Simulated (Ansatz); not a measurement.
`c1csc(-c2cnc(-c3cnc(-c4cnc(-c5cnc(-c6cncs6)s5)s4)s3)s2)n1`, relaxed as a singlet with RKS r2SCAN-D4/def2-SVP in Ansatz, starting from the GFN2-xTB geometry. Force threshold 0.03 eV/Å.

Single mean-field runs in def2-SVP are fitted with def2-universal-jkfit.

Start:

```xyz
38

C    -0.835   -6.855   -7.154
C    -2.103   -6.368   -7.051
S    -2.182   -5.148   -5.848
C    -0.459   -5.394   -5.569
C     0.274   -4.654   -4.599
C     1.620   -4.784   -4.316
N     2.093   -3.982   -3.364
C     1.176   -3.206   -2.866
C     1.430   -2.261   -1.837
C     2.650   -2.029   -1.229
N     2.658   -1.094   -0.283
C     1.487   -0.557   -0.103
C     1.244    0.465    0.852
C     2.183    1.020    1.702
N     1.734    1.970    2.519
C     0.466    2.205    2.366
C    -0.270    3.164    3.105
C    -1.611    3.485    3.014
N    -2.038    4.438    3.841
C    -1.085    4.899    4.598
C    -1.287    5.923    5.565
C    -2.472    6.568    5.850
N    -2.399    7.506    6.807
C    -1.210    7.618    7.281
S    -0.030    6.557    6.581
S     0.479    4.145    4.322
S    -0.299    1.209    1.126
S     0.233   -1.213   -1.150
S    -0.416   -3.433   -3.583
N     0.067   -6.304   -6.325
H    -0.514   -7.625   -7.832
H    -2.978   -6.651   -7.600
H     2.271   -5.479   -4.813
H     3.552   -2.555   -1.480
H     3.216    0.729    1.727
H    -2.303    3.022    2.333
H    -3.404    6.361    5.361
H    -0.938    8.309    8.053
```

```csv
step,energy (eV),largest force component (eV/Å),SCF passes
1,-92687.9948,1.026,24
2,-92688.2033,0.412,22
3,-92688.2268,0.104,22
4,-92688.2288,0.026,23
```

Force components are those of the run's own axes.

End:

```xyz
38

C    -0.8903   -6.8843   -7.1997
C    -2.1645   -6.3759   -7.0778
S    -2.1911   -5.1582   -5.8606
C    -0.4701   -5.4237   -5.6014
C     0.2907   -4.6853   -4.6250
C     1.6471   -4.8279   -4.3521
N     2.1521   -4.0275   -3.3915
C     1.2281   -3.2390   -2.8815
C     1.4904   -2.2844   -1.8401
C     2.7200   -2.0511   -1.2279
N     2.7404   -1.1054   -0.2695
C     1.5508   -0.5663   -0.0916
C     1.2873    0.4686    0.8693
C     2.2135    1.0450    1.7341
N     1.7435    2.0052    2.5560
C     0.4560    2.2173    2.3735
C    -0.3163    3.1800    3.1043
C    -1.6661    3.5064    3.0181
N    -2.1046    4.4708    3.8525
C    -1.1261    4.9267    4.6108
C    -1.3137    5.9638    5.5947
C    -2.5013    6.6200    5.8910
N    -2.4292    7.5664    6.8620
C    -1.2164    7.6653    7.3306
S    -0.0511    6.5907    6.6080
S     0.4304    4.1676    4.3259
S    -0.2686    1.2003    1.1273
S     0.2998   -1.2288   -1.1426
S    -0.3701   -3.4565   -3.5910
N     0.0487   -6.3502   -6.3752
H    -0.6064   -7.6706   -7.9041
H    -3.0648   -6.6487   -7.6277
H     2.2793   -5.5451   -4.8799
H     3.6241   -2.5990   -1.5020
H     3.2636    0.7462    1.7561
H    -2.3636    3.0287    2.3239
H    -3.4432    6.4010    5.3845
H    -0.9086    8.3577    8.1187
```

By distances, no bond broke or formed. The bond that changes most is C24–H38, from 1.07 to 1.09 Å (atoms count from 1).

No frequencies were taken in this run, so the end may be a saddle point.

It took 15 s on 2 threads of AMD EPYC 7R13 on a shared host and a share (18 GiB) of an NVIDIA H100 80GB HBM3.
